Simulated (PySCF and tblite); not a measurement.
The numbers below are computed, except where a source is named.
C₅H₁₀F₂, numbered as in [CH3:1][C@H:2]([F:3])[CH2:4][C@H:5]([CH3:6])[F:7].

Geometries PBE0-D3(BJ)/def2-SVP; weights from PBE0-D3(BJ)/def2-TZVP energies and GFN2-xTB thermal corrections, with symmetry numbers and mirror pairs. Conformers within 2.5 kcal/mol (GFN2-xTB free energy) were kept, 5 at most. GIAO shieldings: PBE0/pcSseg-1. Shifts are against TMS (¹H), TMS (¹³C), CFCl3 (¹⁹F) at the same level. Codes: tblite and PySCF.

Problem. List the conformer-averaged shifts at 298.15 K.

Solution. ¹H: 4.72 (H2/H5, 2H), 1.35 (H4, 2H), 1.33 (H1/H6, 6H) ppm. ¹³C: 86.0 (C2/C5), 46.9 (C4), 23.2 (C1/C6) ppm. ¹⁹F: -204.0 (F3/F7) ppm.

Problem. How do the conformers differ?

Solution. Torsions listed: F3–C2–C4–C5, C2–C4–C5–F7.
```tsv
conformer	shape	weight %
1	62°, 62°	80.9
2	165°, 64°	16.4
3	178°, 179°	2.3
4	-59°, 151°	0.4
```

| signal | 1 | 2 | 3 | 4 | average |
| --- | --- | --- | --- | --- | --- |
| H1/H6 | 1.32 | 1.39 | 1.18 | 1.28 | 1.33 |
| H2/H5 | 4.80 | 4.44 | 4.23 | 4.75 | 4.72 |
| H4 | 1.27 | 1.65 | 1.95 | 1.86 | 1.35 |
| C1/C6 | 23.1 | 23.8 | 21.1 | 23.5 | 23.2 |
| C2/C5 | 85.3 | 89.2 | 86.3 | 85.2 | 86.0 |
| C4 | 47.1 | 46.6 | 45.4 | 45.3 | 46.9 |
| F3/F7 | -206.6 | -193.1 | -194.5 | -194.0 | -204.0 |

Problem. Which signal moves most, for its nucleus, between 250 and 350 K through the change of populations alone?

Solution. H4: 1.32 ppm at 250 K, 1.35 ppm at 298.15 K, 1.38 ppm at 350 K.

Unscaled ¹⁹F shifts at such levels can be off by tens of ppm; differences between conformers or isomers are more reliable. Shifts are unscaled: against experiment ¹³C can be off by 15 ppm or more and ¹H by 0.8 ppm.
